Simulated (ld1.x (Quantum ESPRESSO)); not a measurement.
**Configuration tests for neodymium (TM semilocal)**

| Property | Result |
| --- | --- |
| Element | Nd (Z = 60) |
| Generator | ld1.x (Quantum ESPRESSO) 7.5 |
| Type | norm-conserving Troullier–Martins (semilocal form) |
| Functional | PBE |
| Relativity | scalar-relativistic |
| Frozen core | [Kr] 4d10 5s2 |
| Valence charge | 12 |
| Reference configuration | 4f4 5p6 5d0 6s2 6p0 |
| Partial waves | 6s (bound): rc 3.80 bohr; 5d (bound, empty): rc 3.80 bohr; 4f (bound): rc 1.50 bohr; 5p (bound): rc 2.85 bohr |
| Local potential | the p channel |
| Core correction | none |

Energies are relative to the spin-unpolarised reference configuration 4f4 5p6 5d0 6s2 6p0; without spin polarisation the order of configurations can differ from experiment. Not all tests gave a result: 3 of 7 tests not solved or not reliable. Left out of the table: 4f4 5p6 5d0 6s1 6p1 (pseudo-atom not self-consistent, printed error -632 eV); 4f4 5p6 5d0 6s0 6p1 (solver errors, printed error -7.0 eV); 4f4 5p6 5d0 6s0 6p2 (solver errors, printed error -11.5 eV).

```
valence configuration  charge  ΔE all-electron (eV)  error AE − PS (meV)
  4f4 5p6 5d0 6s1 6p0      +1                 5.798                 +0.9
  4f4 5p6 5d0 6s0 6p0      +2                16.585                  +12
  4f3 5p6 5d0 6s0 6p0      +3                39.034                 +428
  4f4 5p6 5d1 6s1 6p0       0                 1.707                 -3.2
```

Levels in the configuration 4f4 5p6 5d0 6s1 6p0:

| level | all-electron (eV) | pseudo (eV) |
| --- | --- | --- |
| 4f | -7.647 | -7.553 |
| 5p | -28.043 | -27.984 |
| 6s | -8.198 | -8.190 |

These tests converged, but a pseudo level misses the all-electron one widely, so the file describes the atom poorly there or has found another state: 4f4 5p6 5d0 6s0 6p0: empty 6p by 6.7 eV. ld1.x printed “convergence not achieved” for 2 of the counted tests; their residual had stalled under 1e-8, short of the target of 1e-14.
